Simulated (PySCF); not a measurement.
## Multinuclear NMR of C$_{3}$H$_{10}$N$_{2}$Si

Atoms are numbered as in `[CH2:1]=[N:2][Si@@H:3]([CH3:4])[NH:5][CH3:6]`. Hydrogens are named by the atom that carries them. Ha(C1) is cis to Si3; Hb(C1) is trans to Si3.

PySCF 2.14.0 with density-fitted response routines calculation with GFN2-xTB geometry and GIAO PBE0/pcSseg-1 shieldings; one computed conformer, rapidly exchanging positions averaged, gas phase, non-relativistic Hamiltonian.

Problem. Predict the 29Si NMR data.

Solution. 
```
atoms                  environment  σ (ppm)  δ (ppm)
  Si3  silicon bonded to C, 2 N, H    366.7    -21.5
```

Shieldings were converted by a linear fit to measured shifts: 29Si: δ = 279.94 − 0.822σ (rms 8.9 ppm, 72 shifts, 25.8 ppm with the 6 outliers that the fit left out vs TMS, solution or neat liquid). A few per cent of atoms miss by over 2 rms, more outside the fitted compound classes.

On a 600 MHz spectrometer 29Si resonates near 119.2 MHz, so 1 ppm is 119.2 Hz.

Problem. Where does 15N resonate?

Solution. 
```json
{"atoms": "N2", "environment": "imine nitrogen", "σ (ppm)": "-161.8", "δ (ppm)": "1.1"}
{"atoms": "N5", "environment": "nitrogen bonded to C, Si, H", "σ (ppm)": "248.8", "δ (ppm)": "-377.3"}
```

Shieldings were converted by a linear fit to measured shifts: 15N (scatter 6.3 ppm rms vs CH3NO2, solution or neat liquid). Occasional misses reach two or three times the rms, and more in compound classes unlike the fitted ones.

On a 600 MHz spectrometer 15N resonates near 60.8 MHz, so 1 ppm is 60.8 Hz.
